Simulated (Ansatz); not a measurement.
The same path of CH$_{5}$OSSi (9 atoms, charge 1, multiplicity 1) was run twice with different band settings. Lost on the way: O1–H8. Made: S4–H8. The coordinate that changes most is the dihedral H7–Si3–S4–H9.

Theory: RKS PBE-D4/def2-SVP (Ansatz 0.2.0).

Relaxed end points:

```xyz
9
Properties=species:S:1:pos:R:3
O -0.861 -0.772 -1.382
C -0.066 0.198 -1.267
Si 0.738 0.508 0.501
S -0.222 -1.174 1.488
H 0.088 0.770 -2.210
H 0.299 1.858 0.966
H 2.207 0.292 0.336
H -0.926 -1.240 -0.428
H -1.258 -0.438 1.995
```

```xyz
9
Properties=species:S:1:pos:R:3
O -0.598 -0.761 -1.743
C 0.151 0.187 -1.623
Si 0.643 0.628 0.228
S -0.486 -1.258 0.984
H 0.529 0.777 -2.503
H -0.027 1.807 0.863
H 2.040 0.371 0.700
H -1.764 -0.815 0.772
H -0.489 -0.937 2.321
```

Common settings: movable images 5; spring 5.0 eV/Å²; start path through a guess of the saddle point; force threshold 0.05 eV/Å; end points relaxed.

| run | climbing image | optimiser | iteration limit |
| --- | --- | --- | --- |
| 1 | yes | quadratic models (default) | 51 |
| 2 | from the first iteration | lbfgs | 60 |

**Question.** What does each run give, and how far can it be trusted?

**Answer.** Run 1: converged after 13 iterations, highest image 0.471 eV above the first end. The top lies less than 8 meV above the higher end, about what the thresholds resolve: that end is a shoulder or a very shallow well. A vibrational analysis at the climbing image gives one clearly imaginary mode, 178i cm⁻¹: a first-order saddle point.
Run 2: not converged after 60 iterations, highest image 0.473 eV above the first end. The band didn't meet its force threshold, so its energies are provisional: the largest band force was still 0.11 eV/Å, and over the last iterations the top stayed at 0.47 eV.
The orbitals stay closed-shell, which can raise the energy where a bond breaks towards radicals; this wasn't checked here. Limits of this set-up: the dipole of an ion depends on the origin.
